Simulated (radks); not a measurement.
Results of a calculation; reference values are marked as such.
Radial electron density D(r) = 4 pi r^2 rho(r) of an atom or ion with 15 electrons. Code: a radial shooting solver on a logarithmic mesh with Libxc functionals. Model: scalar-relativistic Kohn-Sham, LB94 model potential, spin-polarised, spherical densities, finite nucleus; Fermi nuclear charge, rms radius of each element as measured or else 0.836 A^(1/3) + 0.57 fm.

```
   r/bohr * D(r) (the largest magnitude, 34.4, reaches the edge; | marks zero)
 0.002422 |*
  0.00303 | *
 0.003821 |  *
 0.004781 |    *
 0.005981 |      *
 0.007483 |         *
 0.009362 |             *
  0.01181 |                  *
  0.01477 |                        *
  0.01848 |                                *
  0.02312 |                                       *
  0.02892 |                                             *
  0.03618 |                                                 *
  0.04563 |                                                 *
  0.05709 |                                             *
  0.07142 |                                        *
  0.08936 |                                      *
   0.1118 |                                         *
    0.141 |                                                *
   0.1764 |                                                      *
   0.2207 |                                                   *
   0.2761 |                                      *
   0.3454 |                      *
   0.4356 |              *
   0.5449 |             *
   0.6817 |             *
   0.8529 |         *
    1.067 |   *
    1.346 |*
    1.684 *
    2.106 *
```

What is the nuclear charge?

Answer. Z = 26. The innermost maximum, from 1s, lies near gamma/Z bohr with gamma = sqrt(1 - (Z/c)^2) = 0.982, here 0.0378 bohr (found: 0.0405), and its height grows with Z. The density is that of the iron ion Fe11+ in [Ne] 3s2 3p3; the configuration itself is not fixed sharply by these data, and Z only to about a unit. D(r) has 3 maxima, at r = 0.0405, 0.185, 0.614 bohr, and minima at 0.0894, 0.487 bohr, inside which lie 2.13, 10.55 electrons.
